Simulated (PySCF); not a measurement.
Structure with atom numbers: `[CH3:1][C:2]1=[CH:3][P@H:4](=[S:5])[C:6]([CH3:7])=[CH:8]1`. Each H is labelled by its parent atom.

Geometry: GFN2-xTB; GIAO shifts from PySCF 2.14.0 with density-fitted response routines, gas phase, non-relativistic, averaged over equivalent atoms.

At BLYP/pcSseg-1 (195 basis functions, 50 s wall time on 1 thread of an x86-64 server CPU, shared host):
| atoms | δ (ppm) |
| --- | --- |
| C2 | 159.4 |
| C6 | 155.7 |
| C8 | 141.1 |
| C3 | 127.4 |
| C1 | 22.9 |
| C7 | 16.7 |
| P4 | 305.3 |
| H(P4) | 7.66 |
| H(C8) | 6.26 |
| H(C3) | 5.58 |
| H(C7) | 2.20 |
| H(C1) | 2.12 |

Shifts are taken against calculated references (same method and geometry level): 13C (178.05 ppm), 1H (31.80 ppm) vs TMS; PH3 for 31P (584.89 ppm).

Question: Predict the values at PBE0/pcSseg-1 on the same geometry.

Answer: 
| atoms | δ at PBE0/pcSseg-1 | change |
| --- | --- | --- |
| C2 | 160.9 | +1.5 |
| C6 | 156.1 | +0.4 |
| C8 | 143.2 | +2.1 |
| C3 | 129.0 | +1.6 |
| C1 | 22.1 | -0.8 |
| C7 | 15.7 | -1.0 |
| P4 | 6.5 | -298.8 |
| H(P4) | 7.39 | -0.27 |
| H(C8) | 6.42 | +0.16 |
| H(C3) | 5.86 | +0.28 |
| H(C7) | 2.22 | +0.02 |
| H(C1) | 2.14 | +0.02 |

Shifts are taken against calculated references (same method and geometry level): 13C (186.93 ppm) and 1H (31.72 ppm) against TMS; 31P (318.38 ppm) vs H3PO4.

The largest change is at P4 (phosphorus bonded to 2 C, S, H, in a 5-membered ring). Cost: 195 basis functions, roughly 80 core-seconds. The order of the carbon signals is the same at both levels.
